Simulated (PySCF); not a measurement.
# 29Si chemical shifts

PySCF 2.14.0 with density-fitted response routines calculation with PBE0/pcSseg-1 with gauge-including orbitals and GFN2-xTB structure; gas phase, one computed conformer, no relativistic terms, equivalent nuclei averaged.

Shieldings were converted by a linear fit to measured shifts: 29Si: δ = 279.94 − 0.822σ (rms 8.9 ppm, 72 shifts, 25.8 ppm with the 6 outliers that the fit left out vs TMS, solution or neat liquid). Occasional misses reach two or three times the rms, and more in compound classes unlike the fitted ones.

**Question.** Give the 29Si shifts of `O=S(=O)(Cl)c1cc([SiH3])cs1`, `CCO[Si@](C)([SiH3])CCl`, `[SiH3][SiH2][SiH2][Si@@H](Cl)C1CC1`, `C[C@H](C[SiH3])CO[SiH2]Cl`, `N#C[C@@H]1CO[SiH2]O[C@H]1C#N`, `CO[Si@H](CCl)CC[SiH3]`.

**Answer.** 
| compound | environment | δ (ppm) |
| --- | --- | --- |
| O=S(=O)(Cl)c1cc([SiH3])cs1 | silicon bonded to C, 3 H | -70.4 |
| [CH3:1][CH2:2][O:3][Si@:4]([CH3:5])([SiH3:6])[CH2:7][Cl:8] | Si4: silicon bonded to 2 C, O, Si | -3.2 |
| [CH3:1][CH2:2][O:3][Si@:4]([CH3:5])([SiH3:6])[CH2:7][Cl:8] | Si6: silicon bonded to Si, 3 H | -108.4 |
| [SiH3:1][SiH2:2][SiH2:3][Si@@H:4]([Cl:5])[CH:6]1[CH2:7][CH2:8]1 | Si4: silicon bonded to C, Cl, Si, H | 2.4 |
| [SiH3:1][SiH2:2][SiH2:3][Si@@H:4]([Cl:5])[CH:6]1[CH2:7][CH2:8]1 | Si1: silicon bonded to Si, 3 H | -101.6 |
| [SiH3:1][SiH2:2][SiH2:3][Si@@H:4]([Cl:5])[CH:6]1[CH2:7][CH2:8]1 | Si3: silicon bonded to 2 Si, 2 H | -105.3 |
| [SiH3:1][SiH2:2][SiH2:3][Si@@H:4]([Cl:5])[CH:6]1[CH2:7][CH2:8]1 | Si2: silicon bonded to 2 Si, 2 H | -112.3 |
| [CH3:1][C@H:2]([CH2:3][SiH3:4])[CH2:5][O:6][SiH2:7][Cl:8] | Si7: silicon bonded to Cl, O, 2 H | -21.4 |
| [CH3:1][C@H:2]([CH2:3][SiH3:4])[CH2:5][O:6][SiH2:7][Cl:8] | Si4: silicon bonded to C, 3 H | -65.7 |
| N#C[C@@H]1CO[SiH2]O[C@H]1C#N | silicon bonded to 2 O, 2 H, in a 6-membered ring | -32.2 |
| [CH3:1][O:2][Si@H:3]([CH2:4][Cl:5])[CH2:6][CH2:7][SiH3:8] | Si3: silicon bonded to 2 C, O, H | -10.0 |
| [CH3:1][O:2][Si@H:3]([CH2:4][Cl:5])[CH2:6][CH2:7][SiH3:8] | Si8: silicon bonded to C, 3 H | -60.9 |
